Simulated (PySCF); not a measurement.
**A small calculation by hand: oscillator strength and radiative lifetime**

Mg(OH)(SH) (H2MgOS), SMILES [OH][Mg][SH].

Geometry: ωB97X-D3(BJ)/def2-TZVP. One conformer was computed; it need not be the lowest.

TDA-ωB97X/def2-SVPD (PySCF 2.14.0) puts the first singlet state with f over 0.02 at 5.07 eV (vertical), with the transition dipole (0.000, 0.000, 0.686) in atomic units.

Question: Find the oscillator strength, the wavelength and the radiative lifetime that this transition would have in vacuum if emission retraced absorption.

Answer: 
|μ|² = 0.4706 au, so |μ| = 1.74 D. ΔE = 5.07/27.211 = 0.1863 hartree. f = (2/3) ΔE |μ|² = 0.058 (the program prints 0.058).
λ = 1239.84/5.07 = 245 nm; ν = 40892 cm⁻¹.
Einstein's coefficient A = 0.6670 ν² f s⁻¹ (ν in cm⁻¹) = 6.5e7 s⁻¹, so τ = 1/A = 15 ns. This state is S1. The figure is the radiative limit of this one transition; relaxation, internal conversion, crossing to triplets and a medium change what is measured.
